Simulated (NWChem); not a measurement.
System: C2H6O2Si; SMILES O=CC[SiH2]O

The following NWChem deck was run.

```
start job
memory heap 200 mb stack 900 mb global 1100 mb
geometry units angstroms noautoz
  O      0.295371     2.589432    -0.351636
  C     -0.171019     1.782071     0.408795
  C     -0.797123     0.489205     0.000890
  Si     0.422593    -0.965285     0.097113
  O     -0.368158    -2.412221    -0.128940
  H     -0.128038     1.952422     1.517855
  H     -1.636197     0.234224     0.669748
  H     -1.154303     0.567839    -1.038611
  H      1.488782    -0.751540    -0.927703
  H      1.010554    -1.025489     1.462573
  H     -0.638789    -2.633255    -1.024404
end
basis spherical
  * library cc-pvdz
end
dft
  xc hfexch
  iterations 150
  mulliken
end
task dft energy
```

NWChem printed, in part:

```
             Northwest Computational Chemistry Package (NWChem) 7.3.0
             --------------------------------------------------------

 C1  symmetry detected

                             Geometry "geometry" -> ""
                             -------------------------

 Output coordinates in angstroms (scale by  1.889725989 to convert to a.u.)

  No.       Tag          Charge          X              Y              Z
 ---- ---------------- ---------- -------------- -------------- --------------
    1 O                    8.0000     0.27531114     2.59649928    -0.37577209
    2 C                    6.0000    -0.17157236     1.78309131     0.38991017
    3 C                    6.0000    -0.77460396     0.47688076    -0.01016743
    4 Si                  14.0000     0.47346492    -0.95341957     0.08508071
    5 O                    8.0000    -0.29029218    -2.41617941    -0.13175939
    6 H                    1.0000    -0.12633912     1.95832805     1.49811907
    7 H                    1.0000    -1.60523280     0.20821156     0.66385341
    8 H                    1.0000    -1.13843794     0.54476986    -1.04811690
    9 H                    1.0000     1.53017811    -0.72290488    -0.94589648
   10 H                    1.0000     1.06930987    -0.99722396     1.44774488
   11 H                    1.0000    -0.56108079    -2.64569804    -1.02503856

 Effective nuclear repulsion energy (a.u.)     219.3943547276

  xc_inp: hfexch multiplicative factor not found.

                                 NWChem DFT Module
                                 -----------------

 Summary of "ao basis" -> "ao basis" (spherical)
 ------------------------------------------------------------------------------
       Tag                 Description            Shells   Functions and Types
 ---------------- ------------------------------  ------  ---------------------
 O                          cc-pvdz                  6       14   3s2p1d
 C                          cc-pvdz                  6       14   3s2p1d
 Si                         cc-pvdz                  8       18   4s3p1d
 H                          cc-pvdz                  3        5   2s1p

            General Information
            -------------------
          SCF calculation type: DFT
          Wavefunction type:  closed shell.
          No. of atoms     :    11
          No. of electrons :    48
           Alpha electrons :    24
            Beta electrons :    24
          Charge           :     0
          Spin multiplicity:     1
          Use of symmetry is: off; symmetry adaption is: off
          Maximum number of iterations: 150
          AO basis - number of functions:   104
                     number of shells:    50
          Convergence on energy requested:  1.00D-06
          Convergence on density requested:  1.00D-05
          Convergence on gradient requested:  5.00D-04

              XC Information
              --------------
                     Hartree-Fock (Exact) Exchange  1.000

      Superposition of Atomic Density Guess
      -------------------------------------

 Sum of atomic energies:        -516.69057636

      Non-variational initial energy
      ------------------------------

 Total energy =    -518.885860
 1-e energy   =   -1146.609356
 2-e energy   =     408.329141
 HOMO         =      -0.323528
 LUMO         =      -0.022799

     ---------------------------------------------
      Total Density - Mulliken Population Analysis
     ---------------------------------------------

    Atom       Charge   Shell Charges
 -----------   ------   -------------------------------------------------------
    1 O    8     8.70   2.00  0.89  0.90  3.05  1.83  0.01
    2 C    6     5.40   2.00  0.71  0.46  1.54  0.54  0.14
    3 C    6     6.41   2.00  0.74  0.49  2.07  1.09  0.03
    4 Si  14    13.17   2.00  2.01  0.74  0.38  6.00  1.15  0.61  0.28
    5 O    8     8.74   2.00  0.87  0.86  3.08  1.92  0.00
    6 H    1     0.98   0.70  0.26  0.02
    7 H    1     0.87   0.65  0.19  0.03
    8 H    1     0.89   0.66  0.19  0.03
    9 H    1     1.09   0.69  0.38  0.01
   10 H    1     1.08   0.70  0.38  0.01
   11 H    1     0.68   0.53  0.08  0.07

   convergence    iter        energy       DeltaE   RMS-Dens  Diis-err
 ---------------- ----- ----------------- --------- --------- ---------
 d= 0,ls=0.0,diis     1   -517.7988484067 -7.37D+02  8.21D-03  1.06D+00
 d= 0,ls=0.0,diis     2   -517.8797600667 -8.09D-02  3.73D-03  5.46D-01
 d= 0,ls=0.0,diis     3   -517.9300989133 -5.03D-02  9.01D-04  9.75D-03
 d= 0,ls=0.0,diis     4   -517.9322961500 -2.20D-03  4.22D-04  1.72D-03
 d= 0,ls=0.0,diis     5   -517.9326138220 -3.18D-04  2.12D-04  2.07D-04
  Resetting Diis
 d= 0,ls=0.0,diis     6   -517.9326858293 -7.20D-05  1.25D-04  5.04D-05
 d= 0,ls=0.0,diis     7   -517.9327018136 -1.60D-05  1.86D-05  4.59D-06
 d= 0,ls=0.0,diis     8   -517.9327027448 -9.31D-07  7.72D-06  1.12D-06

         Total DFT energy =     -517.932702744777
      One electron energy =    -1149.967888189931
           Coulomb energy =      462.083881233703
    Exchange-Corr. energy =      -49.443050516159
 Nuclear repulsion energy =      219.394354727610

 Numeric. integr. density =        0.000000000000

                       DFT Final Molecular Orbital Analysis
                       ------------------------------------

 Vector   22  Occ=2.000000D+00  E=-4.733363D-01
              MO Center=  8.2D-01, -9.6D-01,  6.6D-02, r^2= 2.8D+00
   Bfn.  Coefficient  Atom+Function         Bfn.  Coefficient  Atom+Function
  ----- ------------  ---------------      ----- ------------  ---------------
    90      0.306718   9 H  s                95     -0.280108  10 H  s
    52     -0.267333   4 Si pz               91      0.221063   9 H  s
    96     -0.204921  10 H  s                66      0.170583   5 O  pz
    69      0.126024   5 O  pz               64     -0.121561   5 O  px
    67     -0.103953   5 O  px               85     -0.102600   8 H  s

 Vector   23  Occ=2.000000D+00  E=-4.460350D-01
              MO Center= -4.2D-02,  6.2D-01, -4.2D-02, r^2= 4.0D+00
   Bfn.  Coefficient  Atom+Function         Bfn.  Coefficient  Atom+Function
  ----- ------------  ---------------      ----- ------------  ---------------
    32      0.295575   3 C  px                5      0.230107   1 O  py
    31      0.208989   3 C  s                35      0.205890   3 C  px
     8      0.175815   1 O  py                6      0.172835   1 O  pz
     4     -0.168714   1 O  px               50     -0.169349   4 Si px
    64      0.163445   5 O  px               67      0.131845   5 O  px

 Vector   24  Occ=2.000000D+00  E=-4.144025D-01
              MO Center= -2.9D-02,  1.6D+00,  3.2D-02, r^2= 3.1D+00
   Bfn.  Coefficient  Atom+Function         Bfn.  Coefficient  Atom+Function
  ----- ------------  ---------------      ----- ------------  ---------------
     6      0.361479   1 O  pz                9      0.281255   1 O  pz
    33      0.282602   3 C  py                5      0.243086   1 O  py
    75     -0.226955   6 H  s                 8      0.196603   1 O  py
    36      0.195325   3 C  py                4      0.194304   1 O  px
    76     -0.162084   6 H  s                 7      0.153014   1 O  px

 Vector   25  Occ=0.000000D+00  E= 1.271103D-01
              MO Center=  1.6D-01,  3.1D-01,  4.2D-03, r^2= 5.3D+00
   Bfn.  Coefficient  Atom+Function         Bfn.  Coefficient  Atom+Function
  ----- ------------  ---------------      ----- ------------  ---------------
    54      0.507856   4 Si py               63      0.463189   5 O  s
    53      0.404772   4 Si px               21      0.384396   2 C  px
    55      0.343577   4 Si pz               96     -0.307108  10 H  s
     7     -0.297305   1 O  px               18      0.264529   2 C  px
     4     -0.234597   1 O  px              101     -0.227371  11 H  s

 Vector   26  Occ=0.000000D+00  E= 1.619016D-01
              MO Center= -4.3D-01, -3.9D-01, -4.9D-01, r^2= 6.9D+00
   Bfn.  Coefficient  Atom+Function         Bfn.  Coefficient  Atom+Function
  ----- ------------  ---------------      ----- ------------  ---------------
    86     -0.791914   8 H  s                31      0.721312   3 C  s
    46      0.678819   4 Si s               101     -0.676646  11 H  s
    63      0.546968   5 O  s                91     -0.469350   9 H  s
    96     -0.421859  10 H  s                54      0.398351   4 Si py
    81     -0.387543   7 H  s                53      0.379220   4 Si px

 Vector   27  Occ=0.000000D+00  E= 1.748479D-01
              MO Center=  1.1D-02, -1.9D-01,  3.9D-01, r^2= 6.4D+00
   Bfn.  Coefficient  Atom+Function         Bfn.  Coefficient  Atom+Function
  ----- ------------  ---------------      ----- ------------  ---------------
    31      1.162922   3 C  s                53      0.859623   4 Si px
    17      0.833694   2 C  s                54     -0.788666   4 Si py
    81     -0.681393   7 H  s                36     -0.648056   3 C  py
    76     -0.571205   6 H  s                96     -0.329083  10 H  s
    86     -0.287272   8 H  s                91     -0.244398   9 H  s

     ---------------------------------------------
      Total Density - Mulliken Population Analysis
     ---------------------------------------------

    Atom       Charge   Shell Charges
 -----------   ------   -------------------------------------------------------
    1 O    8     8.32   2.00  0.85  0.91  2.78  1.75  0.02
    2 C    6     5.77   2.00  0.70  0.42  1.87  0.59  0.18
    3 C    6     6.32   2.01  0.64  0.49  2.07  1.07  0.05
    4 Si  14    13.19   2.00  2.01  0.71  0.22  6.00  1.35  0.48  0.42
    5 O    8     8.51   2.00  0.82  0.90  2.85  1.93  0.01
    6 H    1     0.98   0.76  0.19  0.03
    7 H    1     0.93   0.74  0.16  0.03
    8 H    1     0.93   0.74  0.16  0.03
    9 H    1     1.13   0.73  0.39  0.01
   10 H    1     1.12   0.73  0.38  0.01
   11 H    1     0.81   0.67  0.06  0.08

     -------------------------------------------
      Total Density - Lowdin Population Analysis
     -------------------------------------------

    Atom       Charge   Shell Charges
 -----------   ------   -------------------------------------------------------
    1 O    8     8.08   1.91  0.84  0.75  2.65  1.91  0.03
    2 C    6     5.98   1.88  0.60  0.39  1.69  1.01  0.41
    3 C    6     6.21   1.88  0.56  0.40  1.88  1.35  0.13
    4 Si  14    13.50   2.00  1.79  0.64  0.39  5.91  1.32  0.82  0.65
    5 O    8     8.19   1.91  0.80  0.69  2.70  2.08  0.02
    6 H    1     1.00   0.64  0.29  0.07
    7 H    1     0.96   0.61  0.26  0.08
    8 H    1     0.96   0.61  0.26  0.08
    9 H    1     1.10   0.64  0.44  0.03
   10 H    1     1.10   0.64  0.43  0.03
   11 H    1     0.94   0.55  0.17  0.22

     Multipole analysis of the density
     ---------------------------------

     L   x y z        total         alpha         beta         nuclear
     -   - - -        -----         -----         ----         -------
     0   0 0 0     -0.000000    -24.000000    -24.000000     48.000000

     1   1 0 0     -0.557215     -0.278608     -0.278608     -0.000000
     1   0 1 0     -0.763849     -0.381925     -0.381925      0.000000
     1   0 0 1     -0.001702     -0.000851     -0.000851     -0.000000

     2   2 0 0    -27.814777    -42.268849    -42.268849     56.722921
     2   1 1 0     -1.336071      0.995428      0.995428     -3.326927
     2   1 0 1      0.987035     -0.046275     -0.046275      1.079585
     2   0 2 0    -36.240334   -279.695084   -279.695084    523.149835
     2   0 1 1      5.932043     -0.964097     -0.964097      7.860238
     2   0 0 2    -26.200260    -31.147690    -31.147690     36.095119
```

Level: Hartree-Fock/cc-pVDZ. All runs use the structure optimised with PBE0/def2-SVP.
